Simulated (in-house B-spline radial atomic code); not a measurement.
A run on an ion of nuclear charge 26 with 26.7 electrons that did not converge. Method: scalar-relativistic (X2C) LDA exchange-only, spin-polarised, spherical fractional occupations, Fermi nucleus of rms radius 3.7377 fm; computed with a B-spline radial code for spherical atoms.

Command:
```bash
python run_scf.py task.json out
```
Settings (nuclear radius in fm, mass in u):
```
Z                26
configuration    [Ar] 3d6.7 4s2
hamiltonian      x2c
method           lda,
spin_polarised   True
nucleus          fermi
rms_radius       3.7377
atomic_mass      55.93494
speed_of_light   137.035999084
```

First and last ten iterations of the last attempt (damped for 15 steps, keeping 80 % of the old Fock matrix, then DIIS):
```
 iter        energy (Eh)    residual
    1       -1255.383018    3.95e-01
    2       -1255.500609    6.28e-01
    3       -1261.423482    4.29e-01
    4       -1264.796872    2.62e-01
    5       -1266.550609    1.47e-01
    6       -1267.368008    9.15e-02
    7       -1267.707705    6.47e-02
    8       -1267.838247    4.30e-02
    9       -1267.890260    2.81e-02
   10       -1267.914610    2.00e-02
  111       -1267.099804    7.48e-02
  112       -1267.117167    7.39e-02
  113       -1267.149990    7.22e-02
  114       -1267.097988    7.49e-02
  115       -1267.095160    7.50e-02
  116       -1267.111955    7.42e-02
  117       -1267.117919    7.39e-02
  118       -1267.126880    7.35e-02
  119       -1267.121297    7.38e-02
  120       -1267.910342    1.84e-02
 not converged after 120 iterations
```

The smallest residual met was 9.3e-03; the threshold is about 3e-07. No energy from this run should be used. The likely cause: this method binds the added charge weakly or not at all at the basis-set limit, so charge moves back and forth between the atom and the box. Time taken, with all properties: 2.1 s on 1 thread of Intel(R) Xeon(R) Platinum 8488C (shared host).
